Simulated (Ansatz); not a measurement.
Basis sets compared for Sn₅H₂. Total charge 0; singlet. Geometry PBE-D4/def2-SVP. Ansatz on 4 threads of Arm Neoverse V1 on a shared host; times are rough, and most runs start from earlier orbitals.

```xyz
7

Sn    1.345    0.159    0.030
Sn   -0.878    1.836    0.932
Sn    0.525   -2.305   -1.150
Sn   -0.980    0.250   -1.800
Sn   -0.869   -1.296    1.351
H     2.752    1.079    0.434
H    -1.895    0.277    0.202
```

In the def2 sets Sn takes a core potential; there is no spin–orbit coupling. Another isomer (singlet) lies 0.08 eV lower at PBE0-D4/def2-TZVP; other spin states weren't run for this one.

Binding counts from free atoms (Sn triplet, H doublet) in the same basis, without a counterpoise term.

```csv
level,functions,energy (Eh),HOMO (eV),LUMO (eV),binding per atom (eV),wall time
PBE-D4/def2-SVP,140,-1072.8389,-4.87,-2.92,2.42,2.5 s
PBE0-D4/def2-SVP,140,-1072.8655,-5.60,-2.41,2.31,4.8 s
```

Q: Estimate the rows for PBE-D4/def2-TZVP (with forces), PBE0-D4/def2-TZVP.

A: 
```
                         level  functions  energy (Eh)  HOMO (eV)  LUMO (eV)  binding per atom (eV)  wall time
PBE-D4/def2-TZVP (with forces)        262   -1072.8729      -4.86      -2.93                   2.44        6 s
             PBE0-D4/def2-TZVP        262   -1072.8970      -5.57      -2.39                   2.34       13 s
```
